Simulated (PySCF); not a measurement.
PySCF 2.14 output of an unrestricted BP86 calculation on a single atom or ion in x2c-TZVPall, with the spin-free X2C one-electron Hamiltonian (Gaussian nucleus):

```
SCF conv_tol = 1e-09
number electrons alpha = 14  beta = 13
    A. D. Becke.,  Phys. Rev. A 38, 3098 (1988)
    J. P. Perdew.,  Phys. Rev. B 33, 8822 (1986)
cycle= 1 E= -1653.94818854617  delta_E= -0.00562  |g|= 0.213  |ddm|= 0.151
cycle= 2 E= -1653.93250398742  delta_E= 0.0157  |g|= 0.403  |ddm|= 0.143
cycle= 3 E= -1653.95481778688  delta_E= -0.0223  |g|= 0.00852  |ddm|= 0.0913
cycle= 4 E= -1653.95482987393  delta_E= -1.21e-05  |g|= 0.000405  |ddm|= 0.00232
cycle= 5 E= -1653.95482989832  delta_E= -2.44e-08  |g|= 1.04e-05  |ddm|= 0.000108
cycle= 6 E= -1653.95482989837  delta_E= -4.62e-11  |g|= 3.39e-06  |ddm|= 8.13e-06
converged SCF energy = -1653.95482989837  <S^2> = 0.7503061  2S+1 = 2.0003061
```

The run itself started from symmetry-adapted Hartree-Fock orbitals and held the occupation by maximum overlap, on a logarithmic radial grid, so the iterations belong to that start.

Question: Which element, charge and spin multiplicity is this?

Answer: Cu(2+) (copper, charge +2), multiplicity 2; the state was [Ar] 3d9, 2D determinant.
